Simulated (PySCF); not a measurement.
Species: CH₆BNO₂.
SMILES with atom numbers: `[NH2:1][CH2:2][B:3]([OH:4])[OH:5]` (hydrogens: H6, H7 on N1; H8, H9 on C2; H10 on O4; H11 on O5)

Computed, not measured: PBE0-D3(BJ)/def2-SVP geometry optimisation, gas phase (PySCF).

Q: Give the optimised bond lengths and angles.

A: 
| bond | length (Å) |
| --- | --- |
| N1–C2 | 1.460 |
| C2–B3 | 1.585 |
| B3–O4 | 1.359 |
| B3–O5 | 1.368 |
| N1–H6, N1–H7 | 1.019 |
| C2–H8, C2–H9 | 1.108 |
| O4–H10, O5–H11 | 0.963 |

Bonds in one row agree within 0.01 Å and their mean is given. A selection of angles:
| angle | degrees |
| --- | --- |
| C2–N1–H6 | 108.7 |
| H6–N1–H7 | 103.9 |
| N1–C2–B3 | 117.5 |
| N1–C2–H8 | 108.7 |
| B3–C2–H8 | 108.9 |
| H8–C2–H9 | 103.3 |
| C2–B3–O4 | 118.7 |
| C2–B3–O5 | 123.6 |
| O4–B3–O5 | 117.7 |
| B3–O4–H10 | 111.4 |
| B3–O5–H11 | 113.2 |

Dihedral angles: N1–C2–B3–O4 1° (synperiplanar); H10–O4–B3–C2 180° (antiperiplanar); H11–O5–B3–C2 0° (synperiplanar).

The 5 heavy atoms lie in one plane (0.007 Å rms). Of the pairs four or more bonds apart, O4···H7 is among the closest relative to their van der Waals radii: 2.77 Å, 102 % of the sum of Bondi's values. N1 (primary amine nitrogen) is pyramidal (angles 108.7°, 108.7° and 103.9°, sum 321.3°, 0.42 Å off the plane of its three neighbours). B3 (three-coordinate boron) is planar (angles 123.6°, 118.7° and 117.7°, sum 360.0°, 0.00 Å off the plane of its three neighbours).

Point group: Cs (tolerance 0.08 Å). Stationary, but not proved a minimum. The numbers are those of one conformer (H–N1–C2–B3 -58° and 54°, N1–C2–B3–O4 1°, C2–B3–O4–H 180°, C2–B3–O5–H 0°).
